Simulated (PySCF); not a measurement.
Can point charges reproduce the dipole moment of `n1ccnc(Cl)c1` (chloropyrazine)?

Coordinates (GFN2-xTB, Å) and charges (e) from the PBE0/pcSseg-1 density (PySCF):

```
atom       x       y       z  Mulliken      IAO  Hirshfeld  ESP-fitted
 Cl1   2.509  -1.589   0.099   -0.0539  -0.0009    -0.0208     -0.0940
  C2   1.059  -0.674   0.040   +0.0541  +0.0846    +0.0722     +0.1814
  C3   1.090   0.722   0.028   +0.2161  -0.0408    +0.0100     +0.2877
  N4  -0.032   1.412  -0.018   -0.3711  -0.2352    -0.1359     -0.4707
  C5  -1.175   0.740  -0.050   +0.0849  -0.0462    +0.0151     +0.1282
  C6  -1.195  -0.647  -0.036   +0.0824  -0.0310    +0.0245     +0.1929
  N7  -0.073  -1.349   0.009   -0.3598  -0.2461    -0.1478     -0.4013
  H8   2.015   1.278   0.055   +0.1179  +0.1751    +0.0585     +0.0362
  H9  -2.077   1.332  -0.088   +0.1154  +0.1694    +0.0608     +0.0798
 H10  -2.112  -1.220  -0.060   +0.1141  +0.1711    +0.0635     +0.0598
```

Question: Form Σ q r in debye for every column and set it beside the full dipole.

Answer: The full density gives (-1.29, 0.72, -0.05) D, 1.48 D in size; dipole vectors point from the negative to the positive end.

| scheme | μx | μy | μz | size (D) | share of the full size (%) | angle to the full dipole (°) |
| --- | --- | --- | --- | --- | --- | --- |
| Mulliken | -1.18 | 1.64 | -0.06 | 2.02 | 137 | 25 |
| IAO | -0.96 | 0.68 | -0.04 | 1.18 | 80 | 6 |
| Hirshfeld | -0.67 | 0.35 | -0.03 | 0.75 | 51 | 1 |
| ESP-fitted | -1.37 | 0.77 | -0.05 | 1.58 | 107 | 0 |

Question: Which set comes closest?

Answer: Length of the difference vector: ESP-fitted 0.10 D, IAO 0.33 D, Hirshfeld 0.72 D, Mulliken 0.93 D. Closest: ESP-fitted. ESP charges are fitted to the potential around the molecule, whose slowest-falling term is the dipole's. 

Question: What is left for the Hirshfeld atoms' own dipoles?

Answer: The shares of the density sum to the whole, so what Σ q r misses lies in dipoles about the nuclei. The atomic dipoles sum to (-1.29, 0.72, -0.05) − (-0.67, 0.35, -0.03) = (-0.62, 0.37, -0.02) D, 0.72 D in size.

Question: With the origin at the mean of the coordinates, (0.001, 0.000, -0.002) Å, which are the largest single terms, by size, of the Mulliken dipole along the direction of the full one?

Answer: H9 +1.37, N4 -1.27, N7 +1.02, Cl1 +0.77, H10 +0.69 D; all 10 atoms together +1.83 D. The single terms depend on the origin, their sum doesn't.

Question: Give the size of the full dipole in other units.

Answer: 1.48 D = 0.582 au = 0.308 e·Å = 4.93 × 10⁻³⁰ C·m.

Geometry: GFN2-xTB; no solvent, vibrations or thermal averaging.
